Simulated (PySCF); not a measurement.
## Electron correlation in Si⁺ (silicon, charge +1)

[Ne] 3s1 3p2, high-spin 4P determinant (an excited configuration). Calculation: PySCF 2.14, in aug-cc-pV(Q+d)Z; no relativity, point nucleus. Frozen: [Ne]; 3 electrons correlated.

```
  level  correlation energy (mhartree)
   CCSD                         -15.61
    (T)                          -0.12
CCSD(T)                         -15.73
```

Diagnostics: T1 = 0.0029, D1 = 0.0067, largest double amplitude 0.036.

Q: Is a single reference adequate?

A: Yes: T1 lies below 0.03 and no double amplitude reaches 0.07.
